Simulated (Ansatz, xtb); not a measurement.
CH4FGeSi: where a starting geometry ends

The starting geometry of this gas-phase doublet was built from a drawn formula by distance geometry and a force field; its bonds are those of `F[Si]1[CH2][GeH2]1`.

```yaml
atoms:
  - { symbol: C, position_ang: [-2.6942, 0.9370, -0.6081] }
  - { symbol: F, position_ang: [-4.2122, 0.4395, 1.7498] }
  - { symbol: Ge, position_ang: [-2.0821, 2.5424, 0.2879] }
  - { symbol: Si, position_ang: [-2.6660, 0.3972, 1.1335] }
  - { symbol: H, position_ang: [-1.8821, 0.4802, -1.2253] }
  - { symbol: H, position_ang: [-3.6807, 1.0009, -1.0634] }
  - { symbol: H, position_ang: [-3.2697, 3.6005, 0.3018] }
  - { symbol: H, position_ang: [-0.6351, 2.8388, 0.0420] }
```

Task: Predict what becomes of its bonds when it is optimised with r2SCAN-D4/def2-SVP.

Result: It keeps its bonds, and is `F[Si]1[CH2][GeH2]1`.

The energy falls by 0.29 eV over 7 steps:

| step | E − E(last) (eV) |
| --- | --- |
| 1 | 0.293 |
| 2 | 0.051 |
| 3 | 0.017 |
| 4 | 0.001 |
| 5 | 0.000 |
| 6 | 0.000 |
| 7 | 0.000 |

Final geometry (Å):

```xyz
8

C    -2.7252    0.8406   -0.6140
F    -4.2378    0.4229    1.7445
Ge   -2.1001    2.5338    0.3899
Si   -2.6880    0.3997    1.2017
H    -1.8994    0.4949   -1.2544
H    -3.6700    0.9079   -1.1745
H    -3.1133    3.6813    0.3485
H    -0.6883    2.9554   -0.0236
```

From the same start GFN2-xTB ends elsewhere, differing in Ge3–Si4 (2.89 against 2.36 Å here).

The end wasn't checked by frequencies. Open shells are spin-unrestricted. Run with Ansatz 0.2.0, 57 s on 2 threads of Intel(R) Xeon(R) Platinum 8259CL CPU @ 2.50GHz (Skylake/Cascade Lake), with other jobs on the host.
